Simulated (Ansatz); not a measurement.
Cost and result for the atomization energy of CH6GaNOSi (11 atoms, 10 bonds).

```
atom   x (Å)   y (Å)   z (Å)
  C1  -1.305  -0.711   0.916
  N2  -0.572   0.014  -0.102
 Si3   1.111   0.177  -0.156
 Ga4  -1.463   1.049  -1.461
  O5   1.252   1.345  -1.339
  H6  -2.386  -0.558   0.804
  H7  -1.135  -1.793   0.865
  H8  -1.045  -0.386   1.931
  H9   1.886  -1.023  -0.598
 H10   1.709   0.641   1.129
 H11   1.948   1.246  -1.989
```

Charge 0, multiplicity 1. Correlated methods include outer-core shells of Ga, which these sets cover unevenly. Scalar relativity is left out up to krypton. The bonds changed during the relaxation, so this is another structure than the one it started from. Geometry: relaxed with PBE0-D4/def2-TZVP. It is one conformer, not always the lowest. Program: Ansatz. All runs use 4 threads of an Arm Neoverse V1 on a shared host. Times are those of one run each, without the atoms' runs, and a repeat can differ threefold. Electronic energies, without spin–orbit coupling; frozen cores. CCSD(T)/CBS adds CCSD(T) − MP2 in def2-TZVPP to the MP2 limit, and its time is that of the two runs behind it. T1 = 0.014. With those shells the extrapolation isn't a true limit. B3LYP takes the VWN-RPA correlation (the form of Gaussian; ORCA's B3LYP/G).

CCSD(T)/CBS is a level of theory with its own doubt, some kJ/mol a heavy atom from the limit and from the frozen cores, so smaller differences don't rank the functionals.

```
                             level  functions  wall time
   PBE-D4/def2-TZVPP (with forces)        267      3.1 s
                PBE0-D4/def2-TZVPP        267      4.1 s
r2SCAN-D4/def2-TZVPP (with forces)        267      6.5 s
 B3LYP-D4/def2-TZVPP (with forces)        267      6.5 s
                 B2PLYP/def2-TZVPP        267      7.5 s
                ωB97X-V/def2-TZVPP        267       11 s
  ωB97M-V/def2-TZVPP (with forces)        267       15 s
                    MP2/def2-QZVPP        510       32 s
                CCSD(T)/def2-TZVPP        267    4.4 min
                 CCSD(T)/CBS(def2)          –    4.9 min
```

(1) What atomization energy does each give, and how far from CCSD(T)/CBS? (Best estimate.)

Answers

(1) Ansatz gave: 
```
                             level  atomization (kcal/mol)  difference from CCSD(T)/CBS  per bond
   PBE-D4/def2-TZVPP (with forces)                   937.6                          8.4       0.8
                PBE0-D4/def2-TZVPP                   919.9                         -9.3      -0.9
r2SCAN-D4/def2-TZVPP (with forces)                   923.9                         -5.3      -0.5
 B3LYP-D4/def2-TZVPP (with forces)                   926.2                         -3.0      -0.3
                 B2PLYP/def2-TZVPP                   915.0                        -14.2      -1.4
                ωB97X-V/def2-TZVPP                   929.2                          0.0       0.0
  ωB97M-V/def2-TZVPP (with forces)                   928.0                         -1.2      -0.1
                    MP2/def2-QZVPP                   932.8                          3.6       0.4
                CCSD(T)/def2-TZVPP                   901.5                        -27.7      -2.8
                 CCSD(T)/CBS(def2)                   929.2                          0.0       0.0
```

From PBE to PBE0 (25 % exact exchange), in def2-TZVPP and without D4, the atomization energy moves by −16.6 kcal/mol: exact exchange takes away binding that semilocal exchange gives to molecules. In def2-TZVPP, CCSD(T) changes the Hartree–Fock value by +246.8 kcal/mol (the triples alone add +14.4 kcal/mol) and MP2 by +261.6 kcal/mol; breaking electron pairs costs correlation energy, which Hartree–Fock lacks. The D4 term adds +11.5 kcal/mol with B3LYP and +6.0 kcal/mol with PBE0; it sums over pairs of atoms, weighted by their polarisabilities, and B3LYP, whose exchange is more repulsive, gets the larger term.
